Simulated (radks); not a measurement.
Effect of the nuclear size on neutral krypton, [Kr]. Method: Dirac Kohn-Sham, relativistic LDA (MacDonald-Vosko exchange, VWN5 correlation), spin-unpolarised, spherical densities, finite nucleus; Fermi nuclear charge, rms radius 4.1884 fm; computed with a radial shooting solver on a logarithmic mesh with Libxc functionals. The rms radius is varied about that value; shifts are against it.

rms radius (fm)	total energy shift (eV)	density at nucleus (e/bohr^3)	1s1/2 shift (meV)	2s1/2 shift (meV)	3p1/2 shift (meV)	4s1/2 shift (meV)
3.6104	-0.160	4.949e+04	-67.5	-6.85	0.099	-0.126
3.7905	-0.112	4.93e+04	-47.5	-4.82	0.070	-0.088
4.1884	0	4.891e+04	0.000	0.000	0.000	0.000
4.4648	0.0841	4.866e+04	35.5	3.61	-0.052	0.066
4.6491	0.143	4.851e+04	60.4	6.13	-0.088	0.112

Slopes of the eigenvalues against <r^2> in GHz/fm^2, as finite differences over the two radii next to the reference (eigenvalue slopes, not the field-shift constants of lines): 1s1/2 3610, 2s1/2 366, 3p1/2 -5.28, 4s1/2 6.71.
